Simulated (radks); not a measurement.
Task: Species: Sm II. Configuration: [Xe] 4f6 6s1 (the NIST ground configuration). Calculated with a radial shooting solver on a logarithmic mesh with Libxc functionals: scalar-relativistic Kohn-Sham, PBE, spin-unpolarised, spherical densities, point nucleus. Some entries of the table are withheld. Estimate them.

orbital,occ.,eigenvalue (Ry),r(max) (bohr),<1/r> (bohr^-1)
1s,2,-3431.385,0.01449,(1)
2s,2,-561.0928,0.08214,15.93
2p,6,-500.5318,0.06635,14.95
3s,2,-123.2803,0.2336,5.829
3p,6,-104.3515,0.2290,5.494
3d,10,-78.73943,(2),5.214
4s,2,-24.85413,0.5394,2.447
4p,6,-18.63533,0.5629,(3)
4d,10,(4),0.5874,1.975
5s,2,-3.63299,1.261,0.9380
5p,6,-2.15905,1.434,0.7872
4f,6,-0.62954,0.6135,1.359
6s,1,(5),3.432,(6)

Result: 
(1) 1s <1/r> (bohr^-1): 68.83
(2) 3d r(max) (bohr): 0.1877
(3) 4p <1/r> (bohr^-1): 2.251
(4) 4d eigenvalue (Ry): -9.91381
(5) 6s eigenvalue (Ry): -0.61883
(6) 6s <1/r> (bohr^-1): 0.3212
